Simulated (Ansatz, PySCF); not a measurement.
ClPb (SMILES [Cl][Pb]), doublet, geometry from GFN2-xTB (such geometries of metal compounds can be far from the true shape) (the spin is typed, not shown lowest) (core potentials on Pb). Base run: CAMB3LYP/def2-TZVP run with PySCF.

Here is a job for PySCF.
```python
from pyscf import gto, scf, dft

mol = gto.Mole()
mol.atom = '''
    Pb   -0.000000   -0.000000   -0.434725
    Cl    0.000000    0.000000    2.096907
'''
mol.basis = 'def2-tzvp'
mol.ecp = {'Pb': 'def2-tzvp'}
mol.charge = 0
mol.spin = 1
mol.verbose = 3
mol.build()

mf = dft.UKS(mol)
mf.xc = 'camb3lyp'
mf.kernel()
```

The same geometry, method and basis name were run in Ansatz (a quantum-chemistry and plane-wave program) and PySCF, at each program's defaults and at the settings that a row names. The base is PySCF at its defaults. Differences at the defaults can come from grids, fitting, cores and function types together.

```csv
code and settings,ΔE vs base (µEh),basis functions,E (Eh),SCF cycles,dipole (D)
"PySCF, defaults (exact integrals, its default grid, spherical functions)",0.0,87,-653.10661,12,4.17
"Ansatz, defaults (factorised integrals, its default grid, spherical functions)",21.9,87,-653.10659,-,-
"PySCF, density fitting with def2-universal-jkfit",-5.8,87,-653.10662,12,4.17
"PySCF, fine grid",-1.2,87,-653.10661,12,4.17
"Ansatz, high accuracy",-0.5,87,-653.10661,-,-
```

Open shells are given as the SCF converged; they aren't shown to be the lowest states, and a large step between rows can be another state.
